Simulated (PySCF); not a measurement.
AlClH₄O₂SSi, SMILES [Al]([S][SiH2]Cl)([OH])[OH]. Atoms are numbered in the order given.

```xyz
10

Si     1.8220    -0.3534     0.2944
Cl     0.8269     0.1428    -1.5546
S      0.3176    -0.1170     1.7213
Al    -1.1414     0.1292     0.0200
O     -1.8981     1.6333    -0.2164
O     -1.9432    -1.2999    -0.4273
H      2.3227    -1.7344     0.0762
H      2.9504     0.6097     0.3820
H     -1.6129     2.4673     0.1575
H     -2.7397    -1.2980    -0.9606
```
Charge 0, spin multiplicity 1.

Geometry: PBE0-D3(BJ)/def2-SVP. The structure was generated by enumeration; whether it is a known compound was not checked. Other conformers were not sampled.

These are TDA-B3LYP/def2-SVPD (PySCF) values and carry that method's errors.

Vertical excitations. 

Computed excitation energies, oscillator strengths and character:
```json
[
 {"state": "S1", "energy (eV)": "5.23", "λ (nm)": "237", "f": "0.001", "main pairs": "HOMO→LUMO 99 %"},
 {"state": "S2", "energy (eV)": "5.85", "λ (nm)": "212", "f": "0.018", "main pairs": "HOMO→LUMO+1 75 %, HOMO→LUMO+2 22 %"},
 {"state": "S3", "energy (eV)": "6.12", "λ (nm)": "203", "f": "0.022", "main pairs": "HOMO→LUMO+2 76 %, HOMO→LUMO+1 22 %"},
 {"state": "S4", "energy (eV)": "6.57", "λ (nm)": "189", "f": "0.017", "main pairs": "HOMO−2→LUMO 47 %, HOMO−1→LUMO 46 %"},
 {"state": "S5", "energy (eV)": "6.64", "λ (nm)": "187", "f": "0.005", "main pairs": "HOMO−1→LUMO 50 %, HOMO−2→LUMO 43 %"},
 {"state": "S6", "energy (eV)": "6.78", "λ (nm)": "183", "f": "0.001", "main pairs": "HOMO→LUMO+3 95 %"},
 {"state": "S7", "energy (eV)": "6.97", "λ (nm)": "178", "f": "0.002", "main pairs": "HOMO−1→LUMO+1 45 %, HOMO−1→LUMO+2 34 %, HOMO−3→LUMO 12 %"},
 {"state": "S8", "energy (eV)": "7.02", "λ (nm)": "177", "f": "0.003", "main pairs": "HOMO−3→LUMO 68 %, HOMO−2→LUMO+1 15 %"},
 {"state": "S9", "energy (eV)": "7.12", "λ (nm)": "174", "f": "0.019", "main pairs": "HOMO−2→LUMO+1 46 %, HOMO−3→LUMO 15 %, HOMO−1→LUMO+1 13 %, HOMO−2→LUMO+2 13 %"},
 {"state": "S10", "energy (eV)": "7.21", "λ (nm)": "172", "f": "0.030", "main pairs": "HOMO−2→LUMO+2 35 %, HOMO−5→LUMO 20 %, HOMO→LUMO+5 18 %, HOMO−4→LUMO 8 %"},
 {"state": "T1", "energy (eV)": "5.10", "λ (nm)": "243", "f": "0", "main pairs": "HOMO→LUMO 98 %"},
 {"state": "T2", "energy (eV)": "5.48", "λ (nm)": "226", "f": "0", "main pairs": "HOMO→LUMO+1 76 %, HOMO→LUMO+2 19 %"},
 {"state": "T3", "energy (eV)": "5.96", "λ (nm)": "208", "f": "0", "main pairs": "HOMO→LUMO+2 76 %, HOMO→LUMO+1 18 %"},
 {"state": "T4", "energy (eV)": "6.22", "λ (nm)": "199", "f": "0", "main pairs": "HOMO−2→LUMO 77 %"}
]
```
Triplets are in the Tamm–Dancoff approximation.
